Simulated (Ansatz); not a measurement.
Harmonic frequencies (cm⁻¹) at PBE0-D4/def2-TZVP from Ansatz: 30, 58, 222, 320, 599, 636, 642, 654, 761, 845, 910, 940, 973, 1518, 2252, 2279, 2420, 3926.

Each molecule was computed in one conformer, which needn't be the lowest.

**Question.** Which molecule is it?
A. `OC1=N[SiH]1O`
B. `N[SiH]1OC1=O`
C. `N=C1O[SiH]1O`
D. `O=C=N[SiH2]O`

**Answer.** D.
